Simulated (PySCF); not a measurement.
Tm³⁸⁺: ionisation energy

Tm³⁸⁺ [Ar] 3d10 4s2 4p1 (2P) → Tm³⁹⁺ [Ar] 3d10 4s2 (1S), as a difference of total energies. Computed with PySCF 2.14 in an even-tempered Gaussian basis (19 s from 3.5 bohr⁻², ratio 2.5; 14 p from 4.6 bohr⁻², ratio 2.5; 8 d from 8.1 bohr⁻², ratio 2.5; 4 f from 24 bohr⁻², ratio 2.7; 4 g from 35 bohr⁻², ratio 2.7), with the spin-free X2C one-electron Hamiltonian (Gaussian nucleus). Correlated levels: outer shells: [Ne] frozen; virtual orbitals above 40 to 60 times the deepest correlated orbital energy dropped. The calculations carry no spin-orbit coupling.

```
                method  ionisation energy (eV)
                   UHF                  1712.2
    MP2 (outer shells)                  1713.3
SCS-MP2 (outer shells)                  1713.2
   CCSD (outer shells)                  1713.4
CCSD(T) (outer shells)                  1713.4
```

Breit and QED terms and the two-electron picture change are absent.

The reference lies between the lowest fine-structure levels, while these numbers refer to the centres of the terms.

For comparison: 1761 ± 4 eV (theoretical estimate listed by NIST; NIST Atomic Spectra Database, ionization energies).
